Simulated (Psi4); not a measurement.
C₄H₇O₂ (SMILES [CH]1COCCO1), doublet, at a GFN2-xTB geometry. Base run: SVWN/def2-SV(P) (Psi4).

Input for Psi4:
```
memory 2 GB

molecule mol {
0 2
  C     0.598971    1.248852    0.159554
  C     1.405710    0.041866   -0.185602
  O     0.639988   -1.019552   -0.716139
  C    -0.523151   -1.232034    0.047155
  C    -1.391767    0.026453    0.034788
  O    -0.697467    1.124086    0.588269
  H     1.089598    2.094332    0.609084
  H     1.949972   -0.325399    0.714428
  H     2.155987    0.288091   -0.943102
  H    -1.050013   -2.068484   -0.413407
  H    -0.259348   -1.488253    1.084960
  H    -1.672729    0.255791   -1.002563
  H    -2.292214   -0.103174    0.638182
}

set basis def2-sv(p)
set reference uks

energy('svwn')
print_variables()
```

Each row names what was changed in the base input (with any setting that the change needs).

| change | ΔE vs base (mEh) | SCF cycles | grid points | basis functions |
|---|---|---|---|---|
| base | 0.000 | 10 | 274807 | 98 |
| dft_radial_scheme = multiexp | 0.001 | 10 | 290841 | 98 |
| cholesky_tolerance = 1e-6 (with scf_type cd) | 0.111 | 10 | 274807 | 98 |
| guess = sap | 0.000 | 11 | 274806 | 98 |
| dft_spherical_points = 590 | -0.003 | 10 | 536348 | 98 |
| damping_percentage = 50 | -0.002 | 44 | 274807 | 98 |
| dft_radial_points = 35 | -0.028 | 10 | 130762 | 98 |
| dft_radial_points = 99 | 0.000 | 10 | 361462 | 98 |
| puream = false | -24.222 | 10 | 274807 | 104 |
| dft_nuclear_scheme = becke | -0.015 | 10 | 273197 | 98 |
| scf_initial_accelerator = none | 0.000 | 10 | 274807 | 98 |
| basis_guess = sto-3g | 0.000 | 9 | 274807 | 98 |
| dft_radial_scheme = mura | 0.000 | 10 | 279048 | 98 |

Open shells are given as the SCF converged; they aren't shown to be the lowest states, and a large step between rows can be another state.
